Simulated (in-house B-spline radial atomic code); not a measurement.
Values are calculated unless marked as measured or tabulated.
# Weak and strong correlation along the adiabatic connection

Two-electron singlets in several external potentials (atomic units), by full CI in B-splines with partial waves to l = 8 (correlation energies up to 0.6 % small). The repulsion is scaled by λ at fixed density; W(λ) is the mean repulsion less the Hartree energy, W(0) = E_x, and the area under W from 0 to 1 is E_xc.

One system gave this curve:

```
   λ  W (hartree)
   0     -0.67125
0.02     -0.67323
0.05     -0.67616
0.12     -0.68276
0.25     -0.69419
 0.4     -0.70618
 0.6     -0.72044
 0.8     -0.73298
   1     -0.74409
 1.4     -0.76282
   2     -0.78447
   3     -0.80973
 4.5     -0.83389
   7     -0.85752
  10     -0.87415
```

Q: Which system is it?
A. ω²r²/2 − Z/r, ω = 2.01, Z = 0.5
B. −V exp(−r²/w²), V = 11.2, w = 5.49
C. −V exp(−r²/w²), V = 18.2, w = 0.907
D. empty sphere, radius 0.3 bohr

A: B. The exchange energy sets the size: −V exp(−r²/w²), V = 11.2, w = 5.49: E_x = -0.671, E_c = -0.0403; empty sphere, radius 0.3 bohr: E_x = -5.92, E_c = -0.0537; −V exp(−r²/w²), V = 18.2, w = 0.907: E_x = -1.74, E_c = -0.0442; ω²r²/2 − Z/r, ω = 2.01, Z = 0.5: E_x = -1.16, E_c = -0.0426 hartree.
